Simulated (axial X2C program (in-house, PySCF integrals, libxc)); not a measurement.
# Outer orbitals of KP at 3.022 Å, PBE0

Computed with an in-house all-electron X2C program for linear molecules (integrals from PySCF). Spin-free means the one-electron spin-free X2C Hamiltonian; two-component (2c) means X2C with spin–orbit coupling and atomic mean-field two-electron Coulomb and Gaunt terms, so the difference of the two also holds small scalar two-electron terms. Basis: K dyall-cv3z [11s12p6d3f], P dyall-v3z [8s7p2d1f] (cores contracted in-house); Gaussian nuclei, density fitting, unrestricted open shells. Masses: K 38.964 u, P 30.974 u.

The distance is close to the 2c PBE0 minimum; the highest filled and lowest empty levels are listed.

Spin-free orbitals, state M_S = 1, Λ = 0 (beyond evenly filled blocks: π+α, π-α) (Löwdin shares):

| symmetry | occupied | ε (eV) | atomic character |
| --- | --- | --- | --- |
| π+β | yes | -20.91 | 100% K p |
| π-β | yes | -20.91 | 100% K p |
| π-α | yes | -20.91 | 100% K p |
| π+α | yes | -20.91 | 100% K p |
| σα | yes | -20.79 | 99% K p |
| σβ | yes | -20.79 | 99% K p |
| σα | yes | -13.89 | 86% P s, 6% K p, 5% K d |
| σβ | yes | -11.52 | 85% P s, 6% K p, 5% K d |
| π+α | yes | -5.15 | 93% P p, 4% K d, 3% K p |
| π-α | yes | -5.15 | 93% P p, 4% K d, 3% K p |
| σα | yes | -4.45 | 84% P p, 9% K s, 3% K p |
| σβ | yes | -3.78 | 79% P p, 15% K s, 2% K d |
| σβ | no | -1.43 | 66% K s, 25% K p, 8% P p |
| σα | no | -1.37 | 75% K s, 19% K p, 4% P p |
| π-β | no | -1.14 | 75% P p, 18% K p, 7% K d |
| π+β | no | -1.14 | 75% P p, 18% K p, 7% K d |

Spinors with spin–orbit coupling (state Ω = 1):

| ω | occupied | ε (eV) | atomic character | λ mixture |
| --- | --- | --- | --- | --- |
| 1/2 | yes | -21.04 | 100% K p | 82% π, 18% σ |
| -1/2 | yes | -21.04 | 100% K p | 82% π, 18% σ |
| -3/2 | yes | -20.81 | 100% K p | 100% π |
| 3/2 | yes | -20.81 | 100% K p | 100% π |
| 1/2 | yes | -20.73 | 99% K p | 82% σ, 18% π |
| -1/2 | yes | -20.73 | 99% K p | 82% σ, 18% π |
| 1/2 | yes | -13.89 | 86% P s, 6% K p, 5% K d | 100% σ |
| -1/2 | yes | -11.53 | 85% P s, 6% K p, 5% K d | 100% σ |
| -1/2 | yes | -5.17 | 93% P p, 4% K d, 3% K p | 100% π |
| 3/2 | yes | -5.13 | 93% P p, 4% K d, 3% K p | 100% π |
| 1/2 | yes | -4.46 | 84% P p, 9% K s, 3% K p | 100% σ |
| -1/2 | yes | -3.78 | 79% P p, 15% K s, 2% K d | 100% σ |
| -1/2 | no | -1.43 | 66% K s, 25% K p, 8% P p | 100% σ |
| 1/2 | no | -1.37 | 75% K s, 19% K p, 4% P p | 100% σ |
| 1/2 | no | -1.15 | 75% P p, 18% K p, 7% K d | 100% π |
| -3/2 | no | -1.13 | 75% P p, 18% K p, 7% K d | 100% π |

Mulliken charges and populations of the two-component result (they depend on the basis, above all on diffuse functions):

K 0.61 e (s 6.25 p 12.05 d 0.09), P -0.61 e (s 5.97 p 9.63 d 0.01). ⟨Lz⟩ = 0.00 ħ and ⟨Sz⟩ = 1.00 ħ (0.00 and 1.00 on the two atoms), which add up to Ω.

The state is one determinant whose occupation by symmetry is held fixed; it was picked as the lowest of a PBE0 search that is not exhaustive. Density functionals use the spin component along the axis (collinear). PBE0 can misorder states that lie within some tenths of an eV, so this need not be the ground state of the molecule. The nearest other spin-free determinant of the search, M_S = 1, Λ = 1, lies 0.46 eV up at the distance of the search. With several unpaired electrons one determinant need not be a pure state. Open-shell Ω = 0 determinants with evenly filled partner blocks cannot be reached by this program, so the Ω shown need not be the lowest component. This is the Ω = 1 component of a π² triplet; the 0⁺ component is not one determinant and can lie lowest.
